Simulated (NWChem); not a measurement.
Molecule: SiH2OCl2; SMILES O[SiH](Cl)Cl

```xyz
6

Si    -0.4078     0.4231     0.0000
O     -1.8757    -0.3091     0.0000
Cl     0.6844    -0.1193    -1.6559
Cl     0.6844    -0.1193     1.6559
H     -0.6406     1.8771     0.0000
H     -1.9137    -1.2710     0.0000
```
Atoms are numbered in this order, from 1.

Program: NWChem. All runs use the structure optimised with PBE0/def2-SVP.

Q: Among these, which level gives the highest value of “highest occupied level (eV)”?
(A) TPSS/aug-pcseg-1
(B) TPSS/STO-3G
(C) TPSS/def2-SVP
(D) TPSS/pcseg-2

A: B, TPSS/STO-3G. Values: TPSS/pcseg-2 -7.94; TPSS/aug-pcseg-1 -7.92; TPSS/def2-SVP -7.67; TPSS/STO-3G -4.76
